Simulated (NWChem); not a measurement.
# Atomisation of boroxine (H$_{3}$B$_{3}$O$_{3}$)

```xyz
9

B      0.0000     0.0000     1.3808
O     -1.1845     0.0000     0.6839
B     -1.1957     0.0000    -0.6904
O      0.0000     0.0000    -1.3678
B      1.1957     0.0000    -0.6904
O      1.1845     0.0000     0.6839
H      0.0000     0.0000     2.5805
H     -2.2347     0.0000    -1.2902
H      2.2347     0.0000    -1.2902
```
Charge 0, spin multiplicity 1.

All runs are NWChem calculations. All single points use one geometry, from B3LYP/def2-SVP, a minimum by its harmonic frequencies. It is one conformer; others weren't searched.

Basis set: def2-SVP. The atomisation energy is electronic alone: no zero-point, thermal, spin-orbit or counterpoise terms. No value is extrapolated to the basis-set limit. Free atoms are single determinants with multiplicities B 2, O 3, H 2. Correlated methods freeze the same cores in atoms and molecule, 6 orbitals in all.

Relative cost: rough, from shared machines, SCF included, BP86 = 1. Costs are the molecule's.

B3LYP has NWChem's definition, with VWN1-RPA local correlation. GW and range-separated runs recompute their integrals, the others keep them in memory, which bears on the times. No SCF solution was tested for a lower state. Open-shell Hartree-Fock references start from PBE0 orbitals; any time given for them includes that run.

| method | atomisation energy (kcal/mol) | relative cost |
|---|---|---|
| BP86 | 1084.8 | 1 |
| HF | [?] | under 3 |
| LDA (SVWN5) | 1227.1 | under 3 |
| PBE0 | [?] | under 3 |
| PBE | 1086.5 | under 3 |
| B3LYP | 1058.7 | under 3 |
| MP2 | 1044.2 | under 3 |
| LC-wPBE (omega 0.3 per bohr) | 1077.5 | 10 |
| CAM-B3LYP | [?] | 10 |

### Question
What belongs in the gaps?

### Answer

- HF, atomisation energy (kcal/mol): 820.5
- PBE0, atomisation energy (kcal/mol): 1062.9
- CAM-B3LYP, atomisation energy (kcal/mol): 1073.2
